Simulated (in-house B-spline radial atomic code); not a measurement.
The numbers below are computed, except where a source is named.
# Two electrons in Si: a spherical dot of radius 17.5 nm with hard walls with a doubly ionised double donor at its centre

For Si the NSM archive of the Ioffe Institute lists m_l = 0.98 m0, m_t = 0.19 m0 and ε = 11.7; the model takes one isotropic valley with the conductivity mass 3/(1/m_l + 2/m_t) = 0.26 m0, and so misses anisotropy and the other valleys. All triplets below are those of one valley; with several valleys two electrons can form a triplet in the 1s orbital itself, at an energy set by the valley splitting. Real donors also feel a central-cell potential, which shifts the ground state; some double donors stay shallow and helium-like, others are deep centres that this model can't describe.

Effective-mass model with parabolic bands, a uniform dielectric constant, no image charges, no central-cell or spin-orbit terms. Two-electron levels come from full CI in B-splines with partial waves to l = 5 (up to 0.001 effective hartree above the limit).

Problem. What are the effective units, and what is the potential in them?

Solution. Ha* = 27211.386 meV × 0.26/11.7² = 51.68 meV and a* = 0.0529177 nm × 11.7/0.26 = 2.381 nm. The radius is R = 7.33 a*, with −2/r added.

In these units the lowest s and p orbitals lie at -2.0000 and -0.4988, and their Coulomb and exchange integrals are J_ss = 1.2500, J_sp = 0.4901 and K_sp = 0.03473. Full CI gives -2.9035 for the ground singlet, -2.1089 for the sp triplet, -2.0918 for the sp singlet and -2.1545 for the lowest triplet of two s orbitals.

Problem. What does it cost to add the second electron, to first order and exactly?

Solution. To first order E = 2ε_s + J_ss = -2.7500, so the charging energy E(2) − 2E(1) is J_ss = 64.6 meV. CI gives -2.9035 − 2 × (-2.0000) = 1.0965, or 56.67 meV: relaxation and correlation lower it by 7.934 meV, 12.3 % of J_ss. The s² configuration of one-electron orbitals holds 92.5 % of the state, and the mean radius is 2.21 nm.

Problem. How far above the singlet do the triplets lie?

Solution. To first order the sp triplet lies at ε_s + ε_p + J_sp − K_sp = -2.0434, which is 36.52 meV above 2ε_s + J_ss. CI gives -2.1089 − (-2.9035) = 0.7946, or 41.07 meV, 53 % of the orbital spacing of 77.59 meV. The ss triplet lies 38.71 meV up, so the lower of the two is the ss one, and its gap equals k_BT at 449 K. The sp singlet-triplet splitting is 0.8818 meV, against 2K_sp = 3.59 meV.
